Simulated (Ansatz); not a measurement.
`[SiH3][O][AlH][Br]` + H₂ → `[AlH2][O][SiH3]` + HBr  (hydrogenolysis of the Al–Br bond)

Computed with Ansatz on PBE0-D4/def2-TZVP structures; ΔE is electronic, products minus reactants. CBS: MP2 limit from def2 TZ/QZ plus the TZ coupled-cluster correction, frozen cores. This one scheme is used for every species. Functionals use def2-TZVPP. For Br outer-core shells are correlated without core-valence functions, which leaves a few kJ/mol of doubt a bond. Scalar relativity is left out up to krypton. Each species was taken in one conformer, which may not be the lowest.

```tsv
species	LC-ωPBE energy (Eh)
`[SiH3][O][AlH][Br]`	-3183.34549
H₂	-1.17817
`[AlH2][O][SiH3]`	-610.06285
HBr	-2574.40650
```

(1) Work out ΔE.

Largest T1 diagnostic among the species: 0.012.

## Answers

(1) ΔE = (-610.06285) + (-2574.40650) − (-3183.34549) − (-1.17817) = 0.05431 Eh = +34.1 kcal/mol. CCSD(T)/CBS gives +36.5 kcal/mol.

In def2-TZVPP, CCSD(T) changes the Hartree–Fock value by +1.5 kcal/mol (the triples alone add +0.7 kcal/mol) and MP2 by +3.9 kcal/mol. From BLYP to BHLYP (50 % exact exchange), in def2-TZVPP and without D4, ΔE moves by +1.2 kcal/mol.
